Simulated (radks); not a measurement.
The numbers below are computed, except where a source is named.
Valence configurations of neutral silver (all share [Kr]). Code: a radial shooting solver on a logarithmic mesh with Libxc functionals. Model: scalar-relativistic Kohn-Sham, PBEsol, spin-unpolarised, spherical densities, finite nucleus; Fermi nuclear charge, rms radius 4.5454 fm. Energies are relative to 4d10 5s1; eigenvalues in eV.

| valence | E (eV) | e(4d) | e(5p) | e(5s) |
|---|---|---|---|---|
| 4d10 5s1 | 0.000 | -7.453 | - | -4.421 |
| 4d9.5 5s1.5 | 1.765 | -9.047 | - | -5.010 |
| 4d10 5s0.5 5p0.5 | 1.920 | -8.526 | -1.227 | -5.164 |
| 4d9.5 5s1 5p0.5 | 3.846 | -10.052 | -1.442 | -5.695 |
| 4d10 5p1 | 3.929 | -9.455 | -1.679 | - |
| 4d9 5s2 | 4.051 | -10.709 | - | -5.593 |
| 4d9 5s1 5p1 | 8.607 | -12.518 | -2.083 | -6.790 |
| 4d8.5 5s1.5 5p1 | 11.752 | -14.167 | -2.304 | -7.306 |
| 4d9 5p2 | 13.444 | -14.057 | -2.782 | - |
| 4d7 5s2 5p2 | 30.754 | -20.866 | -3.647 | -9.725 |

NIST lists [Kr] 4d10 5s1 as the ground configuration; this level of theory agrees among the configurations tried. The energies are those of spherical spin-averaged densities, not of single terms.
